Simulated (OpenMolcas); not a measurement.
# Ho3+: moving or changing the point charges

Ho3+ among 8 point charges of -1 e arranged as a square antiprism (D4d), 2.65 Å from the ion, with a polar angle of 60.7° against the regular 57.3°.

```
Program             : OpenMolcas
Method              : CASSCF
Basis               : ANO-RCC-VDZP [7s6p4d2f1g]
Scalar Hamiltonian  : DKH2, point nucleus
Active space        : 10 electrons in 7 orbitals (4f)
State averaging     : 2S+1 = 5 even, 35 roots (30 in the spin-orbit step); 2S+1 = 3 even, 105 roots kept (CI in the orbitals of an earlier block); 2S+1 = 1 even, 31 roots kept (CI in the orbitals of an earlier block)
Spin-orbit coupling : state interaction with AMFI integrals over the reference wave functions
```

Runs around this geometry, states. Energies in cm-1 above the lowest state or level, χT in cm3 K/mol; under a threefold ground state the first gap can be a small split of the lowest multiplet, not the spin-orbit step.

```csv
R (Å),q (e),Ground state,First state of that spin,First gap with spin-orbit (degeneracies),Width of lowest J,χT at 300 K
2.65,-0.5,2S+1 = 5,2.2,"0.3 (2, 2)",113,13.927
2.65,-1,2S+1 = 5,4.0,"0.3 (2, 2)",227,13.919
2.81,-1,2S+1 = 5,1.7,"1.2 (3, 2)",191,13.922
3.15,-1,2S+1 = 5,3.8,"0.6 (1, 2)",137,13.926
```

Taking the width of the lowest J multiplet as R^-n, n = -ln(137 / 227) / ln(3.15 / 2.65) = 2.9 between the shortest and longest distance.

Scaling the charges by -0.5 / -1 = 0.50 scales the width of the lowest J multiplet by 113 / 227 = 0.50; with fixed orbitals a first-order splitting would follow the charge.

High states are left out of the spin-orbit mixing, which shifts the levels that they would mix with. This is an electrostatic model: the charges have no orbitals. An unlabelled pair can be two single states that coincide in this model. A group larger than the point group allows holds several states that coincide in this model. No measured value stands beside these numbers.

A state without a sure symmetry label is named by its multiplicity alone.
